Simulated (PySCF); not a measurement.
# YO₂⁻, singlet: computed properties

These are results of PBE0 in PySCF with Y def2-TZVPD with ECP28, O def2-TZVPD; scalar-relativistic core potentials, no spin–orbit coupling; density-fitted integrals, not measurements.

The structure is a minimum.

```xyz
3
charge -1 multiplicity 1, angstrom
Y     0.0000    0.0000   -0.2667
O     1.6491    0.0000    0.7288
O    -1.6491    0.0000    0.7288
```

```
Point group                                                                   : C2v
Bond lengths                                                                  : Y–O 1.926 Å (×2)
Bond angles                                                                   : O–Y–O 117.8°
Dipole moment about the centre of mass                                        : 9.30 D
Rotational constants                                                          : 0.723, 0.1938, 0.1528 cm⁻¹
Enthalpy at 298.15 K above 0 K                                                : 12.05 kJ/mol
Entropy at 298.15 K and 1 bar                                                 : 274.6 J/(mol K)
Heat capacity Cp at 298.15 K                                                  : 48.2 J/(mol K)
Zero-point energy                                                             : 9.3 kJ/mol
Rotational symmetry number                                                    : 2
Principal quadrupole moments (Buckingham, traceless) about the centre of mass : -30.67, 10.61, 20.05 D Å
Principal polarisabilities                                                    : 58.0, 76.6, 101.3 bohr³
Highest occupied level                                                        : -0.08 eV
Lowest empty level                                                            : 1.88 eV
```

Harmonic modes (masses in u: Y 88.906, O 15.995):
| symmetry | ω (cm⁻¹) | IR (km/mol) | μ (u) |
| --- | --- | --- | --- |
| a1 | 193 | 12.8 | 18.31 |
| b2 | 634 | 560 | 19.30 |
| a1 | 735 | 36.9 | 17.59 |

In C2v the vibrations span 2a1 + b2. Here b1 is antisymmetric to the molecular plane and b2 lies in it.

Charges (e); Mulliken and Löwdin values are unreliable with diffuse functions:
| atom | Mulliken | Löwdin | polar tensor | Mayer order to Y1 |
| --- | --- | --- | --- | --- |
| Y1 | 1.17 | 0.87 | 1.48 | – |
| O2,3 | -1.08 | -0.94 | -1.24 | 1.52 |

Mulliken populations on Y1 (electrons outside its core potential): s 2.12, p 6.01, d 1.59, f 0.12.

Outer orbital energies (eV). occupied: -16.06, -15.30, -1.63, -1.32, -1.27, -0.85, -0.65, -0.08; empty: 1.88, 3.23, 3.86, 3.90.

Formally Y is in oxidation state +3, d0. A d0 centre has no lone pair, yet it is C2v rather than linear: covalent bonding through the d orbitals favours lower symmetry. The polar-tensor charge on Y, 1.48, is far below the formal one.

Only a few start shapes were tried, so a lower isomer may exist. The lowest empty level of this anion is unbound, so it and the gap depend on the basis.

The final relaxation and frequency run took about 100 core-seconds on a shared host.
